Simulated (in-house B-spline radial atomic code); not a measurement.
Cs. Computed with a B-spline radial atomic code. Model: non-relativistic spherical atom: semilocal Troullier-Martins pseudo-atom, one channel per l, against all electrons, high spin, G0W0 and RPA with empty states to l = 8, local potential for every l without a channel, a model core (radius 0 = none) keeps its share of the functional.

Without relativity these are model numbers for so heavy an element.

What the tables leave out is listed at the end.

The pseudopotential gives back the lowest level of each angular momentum of its own functional in the configuration it was made in; a second state of the same l is only approximately right. Exact exchange, RPA and GW see the smooth pseudo-orbitals and miss the exchange with the core, for which the functional's share stands in. The column with an uncorrelated core keeps all orbitals and exact exchange, and so separates missing core correlation from pseudisation. Only the three outermost levels and the lowest empty one were computed. RPA here is direct RPA, with no exchange kernel, and its energies carry an (l + 1/2)⁻⁴ tail. A hybrid on a potential with a model core restores only its own semilocal share of the core's exchange.

Command:
```bash
python run_psgw.py task.json out
```
Settings (lengths in bohr, energies in hartree):
```
Z                      55
electrons              55
configuration          [Xe] 6s1
generated_in           [Xe] 6s1
functional             lda,vwn
core_shells            9
radius_factor          1.3
core_correction        False
ion_configuration      [Kr] 4d10 5s2 5p6
```

Time taken, with all properties: 75 s on 1 thread of Intel(R) Xeon(R) Platinum 8259CL CPU @ 2.50GHz (Skylake/Cascade Lake), on a shared host.

Given: made with LDA VWN5; model core radius 0 bohr; local radius 2.281 bohr; mean-field start LDA VWN5.

Valence shells of the generating configuration: 5s, 5p, 6s.

Channel: s 2.084, p 2.351, d 3.4 (radii in bohr).

Computed: largest level miss in the spin-unpolarised generating configuration 0.039 eV; valence RPA correlation energy all-electron orbitals -0.38628 hartree; all-electron RPA polarisability, core included 234.93 bohr³; pseudo-atom RPA polarisability 226.81 bohr³; ionisation by mean-field all-electron 3.9492 eV; ionisation by RPA all-electron 4.1753 eV; ionisation by RPA pseudo minus all 0.059 eV.

| level | occupied | mean-field all-electron (eV) | mean-field pseudo minus all (eV) | G0W0 all-electron (eV) | G0W0 uncorrelated core minus all (eV) | G0W0 pseudo minus all (eV) | exchange self-energy all-electron (eV) | exchange self-energy pseudo (eV) |
| --- | --- | --- | --- | --- | --- | --- | --- | --- |
| 6s up | 1 | -2.3009 | -0.04 | -3.9448 | 0.035 | -0.065 | -5.2714 | -4.9634 |
| 6s down (empty) | 0 | -1.8588 | -0.038 | -0.75265 | 0.031 | -0.023 | -0.8944 | -0.55272 |

Question: What is the ionisation by mean-field pseudo minus all?

Answer: 0.065 eV.

Question: What is the valence RPA correlation energy pseudo?

Answer: -0.40935 hartree.

Given: mean-field start PBE0.

Computed: valence RPA correlation energy all-electron orbitals -0.3532 hartree; all-electron RPA polarisability, core included 213.45 bohr³; pseudo-atom RPA polarisability 205.67 bohr³; ionisation by mean-field all-electron 3.751 eV; ionisation by RPA all-electron 4.0454 eV; ionisation by RPA pseudo minus all 0.06 eV.

| level | occupied | mean-field all-electron (eV) | mean-field pseudo minus all (eV) | G0W0 all-electron (eV) | G0W0 uncorrelated core minus all (eV) | G0W0 pseudo minus all (eV) | exchange self-energy all-electron (eV) | exchange self-energy pseudo (eV) |
| --- | --- | --- | --- | --- | --- | --- | --- | --- |
| 6s up | 1 | -2.5736 | -0.043 | -3.9872 | 0.036 | -0.05 | -4.9611 | -4.7197 |
| 6s down (empty) | 0 | -1.0097 | -0.029 | -0.45413 | 0.036 | -0.008 | -0.84512 | -0.52349 |

Question: What is the valence RPA correlation energy pseudo?

Answer: -0.37626 hartree.

Question: What is the ionisation by mean-field pseudo minus all?

Answer: 0.063 eV.

Given: mean-field start Hartree-Fock.

Computed: all-electron RPA polarisability, core included 164.13 bohr³; pseudo-atom RPA polarisability 157.49 bohr³; ionisation by mean-field all-electron 3.3591 eV; ionisation by mean-field pseudo minus all 0.061 eV; ionisation by RPA all-electron 3.8265 eV; ionisation by RPA pseudo minus all 0.058 eV.

```
  level  occupied  mean-field all-electron (eV)  mean-field pseudo minus all (eV)  G0W0 all-electron (eV)  G0W0 uncorrelated core minus all (eV)  G0W0 pseudo minus all (eV)  exchange self-energy all-electron (eV)  exchange self-energy pseudo (eV)
  6s up         1                       -3.3719                            -0.062                 -3.9125                                   0.03                      -0.048                                 -4.5068                           -4.3549
5p down         1                       -18.576                            -0.089                 -18.936                                  0.297                       0.151                                 -20.638                           -17.279
  5p up         1                       -18.613                            -0.095                 -18.968                                  0.291                       0.141                                 -20.597                            -17.27
```

Question: What is the valence RPA correlation energy all-electron orbitals?

Answer: -0.28449 hartree.

Question: What is the valence RPA correlation energy pseudo?

Answer: -0.30602 hartree.

Among the listed levels the largest G0W0 shift of the pseudo-atom is +0.15 eV, for 5p down on the Hartree-Fock start, while leaving the core uncorrelated moves that level by +0.30 eV. The rest, -0.15 eV, comes from pseudisation and the lost core exchange. Not in the tables (levels of low weight, unsolved or above zero; the highest and the empty levels are kept at any weight): on LDA the G0W0 levels 5p down (pseudo minus all -0.03 eV, weights 0.11 and 0.12), 5p up (pseudo minus all -0.75 eV, weights 0.19 and -0.01); on PBE0 the G0W0 levels 5p down (pseudo minus all -0.05 eV, weights 0.41 and 0.37), 5p up (pseudo minus all -0.07 eV, weights 0.41 and 0.37).
